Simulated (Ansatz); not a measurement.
Consider the formal exchange of groups at a C–Sn bond: `N=[C](S)[SnH3]` + `C#C` → `C#CC(=N)S` + `[SnH4]`.

Isolated molecules relaxed with PBE0-D4/def2-TZVP in Ansatz; ΔE leaves out vibrations. CCSD(T)/CBS is the MP2 limit (def2-TZVPP, def2-QZVPP) plus CCSD(T) − MP2 in def2-TZVPP, frozen cores. This one scheme is used for every species. DFT in def2-TZVPP. def2 core potentials past Kr. For Sn outer-core shells are correlated without core-valence functions, which leaves a few kJ/mol of doubt a bond. Each species was taken in one conformer, which may not be the lowest.

`N=[C](S)[SnH3]`:

```xyz
9

N     1.941    0.492   -0.416
C     0.691    0.393   -0.575
S     0.038    1.063   -2.073
Sn   -0.679   -0.526    0.841
H     2.256    0.089    0.463
H    -1.249    0.757   -1.844
H     0.309   -1.057    2.128
H    -1.820    0.623    1.373
H    -1.486   -1.834    0.102
```

`C#C`:

Cartesian coordinates in Å:
```
C -0.595 0.027 -0.058
C 0.595 -0.027 0.058
H -1.654 0.076 -0.162
H 1.654 -0.076 0.162
```

`C#CC(=N)S`:

Cartesian coordinates in Å:
```
C 0.582 0.301 -1.714
C 0.185 0.172 -0.588
C -0.293 0.036 0.754
N -0.769 0.969 1.468
S -0.204 -1.580 1.457
H 0.933 0.423 -2.712
H -0.769 1.849 0.956
H 0.334 -2.170 0.380
```

`[SnH4]`:

Z-matrix (Å, degrees):
```
Sn
H 1 1.704
H 1 1.704 2 109.5
H 1 1.704 2 109.5 3 -120.0
H 1 1.704 2 109.5 3 120.0
```

```tsv
species	ωB97M-V energy (Eh)
`N=[C](S)[SnH3]`	-708.24102
`C#C`	-77.32532
`C#CC(=N)S`	-568.97101
`[SnH4]`	-216.59851
```

Task: Work out ΔE.

Result: ΔE = (-568.97101) + (-216.59851) − (-708.24102) − (-77.32532) = -0.00318 Eh = -8.3 kJ/mol. CCSD(T)/CBS gives +1.2 kJ/mol.

Largest T1 diagnostic among the species: 0.015.

The D4 term adds +3.3 kJ/mol with B3LYP and +1.7 kJ/mol with PBE0; it sums over pairs of atoms, weighted by their polarisabilities, and B3LYP, whose exchange is more repulsive, gets the larger term. In def2-TZVPP, CCSD(T) changes the Hartree–Fock value by +8.3 kJ/mol (the triples alone add +0.5 kJ/mol) and MP2 by +6.7 kJ/mol.

B3LYP here is the variant with VWN-RPA as its local correlation; programs differ in this.
